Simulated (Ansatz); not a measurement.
System: chloro-bis(prop-2-enyl)borane, C₆H₁₀BCl (charge 0, singlet). 
Coordinates optimised at B3LYP-D3(BJ)/def2-TZVP (Ansatz, a quantum-chemistry and plane-wave program):
```
B
C 1 1.5685
H 2 1.0899 1 112.57
H 2 1.0961 3 108.63 1 -121.34
C 2 1.5081 3 110.36 4 -119.79
C 5 1.3274 2 124.75 3 -15.56
H 6 1.0821 5 121.35 2 -178.34
H 6 1.0838 7 117.05 5 179.78
H 5 1.0857 6 119.06 7 -1.07
C 1 1.5722 2 123.29 3 -167.99
H 10 1.0926 1 110.86 2 7.68
H 10 1.0980 11 107.39 1 -117.26
C 10 1.5040 11 109.95 12 -118.52
C 13 1.3268 10 124.84 11 -9.01
H 14 1.0821 13 121.41 10 -178.77
H 14 1.0843 15 116.89 13 179.82
H 13 1.0853 14 119.37 15 -0.63
Cl 1 1.7735 2 118.64 3 14.69
```

Wanted: vertical triplet-singlet gap (E(triplet) - E(singlet); each state is the SCF solution reached for its spin), in kJ/mol. Cores are frozen in the correlated levels unless marked. Open shells are spin-unrestricted. Spin-orbit coupling is left out. Non-relativistic. 

```tsv
level	program	vertical triplet-singlet gap (kJ/mol)
HF/aug-cc-pV(D+d)Z	Ansatz	330.1
B3LYP/def2-TZVPD	Ansatz	395.0
PBE0/def2-TZVPD	Ansatz	385.6
BHLYP/def2-TZVPD	Ansatz	391.5
CAM-B3LYP/def2-TZVPD	Ansatz	403.6
wB97X-V/def2-TZVPD	Ansatz	420.2
B2PLYP/def2-TZVPD	Ansatz	414.4
RI-MP2/aug-cc-pV(T+d)Z	Ansatz	444.4
CCSD(T)/aug-cc-pV(D+d)Z	Ansatz	423.9
```
